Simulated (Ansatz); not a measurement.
Cost and result for the atomization energy of AlBF2H2O (`O[B](F)[AlH][F]`) (7 atoms, 6 bonds).

Z-matrix (Å, degrees):
```
B
F 1 1.329
Al 1 2.159 2 120.2
O 1 1.353 2 114.9 3 180.0
F 3 1.651 1 119.3 2 -0.6
H 3 1.586 1 124.5 2 179.5
H 4 0.959 1 114.4 2 -179.9
```

Charge 0, multiplicity 1. The structure was optimised at the PBE0-D4/def2-TZVP level. It is one conformer, not always the lowest. Program: Ansatz. Hardware: A = 2 threads of an AMD EPYC 7R13 on a shared host; B = 2 threads of an AMD EPYC 7R13 on a shared host and a share of an NVIDIA H100 80 GB. Times are those of one run each, without the atoms' runs, and a repeat can differ threefold. Electronic energies, without spin–orbit coupling; frozen cores. CCSD(T)/CBS extrapolates def2-TZVPP and def2-QZVPP, and its time is that of the two runs behind it. T1 = 0.014. B3LYP takes the VWN-RPA correlation (the form of Gaussian; ORCA's B3LYP/G).

CCSD(T)/CBS is a level of theory with its own doubt, some kJ/mol a heavy atom from the limit and from the frozen cores, so smaller differences don't rank the functionals.

| level | functions | wall time |
| --- | --- | --- |
| PBE-D4/def2-TZVPP (with forces) [A] | 194 | 2.3 s |
| PBE0-D4/def2-TZVPP [A] | 194 | 2.7 s |
| B3LYP-D4/def2-TZVPP (with forces) [A] | 194 | 3.4 s |
| r2SCAN-D4/def2-TZVPP (with forces) [A] | 194 | 4 s |
| B2PLYP/def2-TZVPP [A] | 194 | 4.9 s |
| ωB97X-V/def2-TZVPP [A] | 194 | 6 s |
| ωB97M-V/def2-TZVPP (with forces) [A] | 194 | 8 s |
| CCSD(T)/def2-TZVPP [B] | 194 | 19 s |
| CCSD(T)/def2-QZVPP [B] | 358 | 24 s |
| CCSD(T)/CBS(def2) | – | 43 s |

(1) What atomization energy does each give, and how far from CCSD(T)/CBS? (Estimate.)

Answers

(1) Computed: 
```json
{"level": "PBE-D4/def2-TZVPP (with forces) [A]", "atomization (kcal/mol)": "674.5", "difference from CCSD(T)/CBS": "11.0", "per bond": "1.8"}
{"level": "PBE0-D4/def2-TZVPP [A]", "atomization (kcal/mol)": "655.5", "difference from CCSD(T)/CBS": "-8.0", "per bond": "-1.3"}
{"level": "B3LYP-D4/def2-TZVPP (with forces) [A]", "atomization (kcal/mol)": "658.0", "difference from CCSD(T)/CBS": "-5.5", "per bond": "-0.9"}
{"level": "r2SCAN-D4/def2-TZVPP (with forces) [A]", "atomization (kcal/mol)": "665.9", "difference from CCSD(T)/CBS": "2.4", "per bond": "0.4"}
{"level": "B2PLYP/def2-TZVPP [A]", "atomization (kcal/mol)": "656.3", "difference from CCSD(T)/CBS": "-7.2", "per bond": "-1.2"}
{"level": "ωB97X-V/def2-TZVPP [A]", "atomization (kcal/mol)": "662.3", "difference from CCSD(T)/CBS": "-1.2", "per bond": "-0.2"}
{"level": "ωB97M-V/def2-TZVPP (with forces) [A]", "atomization (kcal/mol)": "663.3", "difference from CCSD(T)/CBS": "-0.2", "per bond": "0.0"}
{"level": "CCSD(T)/def2-TZVPP [B]", "atomization (kcal/mol)": "644.6", "difference from CCSD(T)/CBS": "-18.9", "per bond": "-3.2"}
{"level": "CCSD(T)/def2-QZVPP [B]", "atomization (kcal/mol)": "656.1", "difference from CCSD(T)/CBS": "-7.4", "per bond": "-1.2"}
{"level": "CCSD(T)/CBS(def2)", "atomization (kcal/mol)": "663.5", "difference from CCSD(T)/CBS": "0.0", "per bond": "0.0"}
```

In def2-TZVPP, CCSD(T) changes the Hartree–Fock value by +154.0 kcal/mol (the triples alone add +10.7 kcal/mol) and MP2 by +181.0 kcal/mol; breaking electron pairs costs correlation energy, which Hartree–Fock lacks. From PBE to PBE0 (25 % exact exchange), in def2-TZVPP and without D4, the atomization energy moves by −18.6 kcal/mol: exact exchange takes away binding that semilocal exchange gives to molecules. The D4 term adds +4.1 kcal/mol with B3LYP and +2.1 kcal/mol with PBE0; it sums over pairs of atoms, weighted by their polarisabilities, and B3LYP, whose exchange is more repulsive, gets the larger term.
